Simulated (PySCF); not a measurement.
Si(Cl)(Br)(Me)(OH) (CH4BrClOSi), SMILES C[Si](O)(Cl)Br.

Geometry: PBE0-D3(BJ)/def2-SVP. The structure was generated by enumeration, and PubChem lists no compound with its InChIKey, so it may never have been made. The values are those of a single conformer.

These are PBE0-D3(BJ)/def2-SVP in PySCF 2.14.0 values and carry that method's errors.

Frequencies are harmonic and unscaled.

Problem. List the normal modes with their intensities. (Estimate from the structure and the level; the computed values follow.)

Solution. 
```tsv
mode	ν (cm⁻¹)	IR (km/mol)	moving atoms (share of kinetic energy)
1	139	6.2	H 73 %, C 11 %
2	144	1.8	Cl 45 %, Br 21 %, C 12 %, O 9 %
3	152	3.3	H 59 %, C 17 %, O 11 %
4	212	5.0	H 30 %, C 19 %, Br 19 %, O 16 %
5	221	6.0	H 30 %, Si 16 %, C 16 %, O 16 %, Cl 15 %
6	264	24.9	O 35 %, H 23 %, Si 16 %, Cl 12 %, C 9 %
7	303	88.0	H 44 %, O 41 %
8	412	62.5	Si 43 %, Br 17 %, Cl 12 %, C 10 %, O 10 %
9	549	156.9	Si 52 %, Cl 33 %
10	741	52.6	C 36 %, H 33 %, Si 28 %
11	772	40.1	H 65 %, O 18 %, C 15 %
12	804	108.8	H 69 %, C 20 %, Si 10 %
13	847	270.9	H 66 %, Si 14 %, O 11 %, C 9 %
14	950	88.4	Si 42 %, O 40 %, H 16 %
15	1272	35.1	H 76 %, C 23 %
16	1418	6.6	H 96 %
17	1420	3.9	H 96 %
18	3069	0.2	H 97 %
19	3181	0.0	H 91 %, C 9 %
20	3189	0.1	H 91 %, C 9 %
21	3926	135.2	H 94 %
```
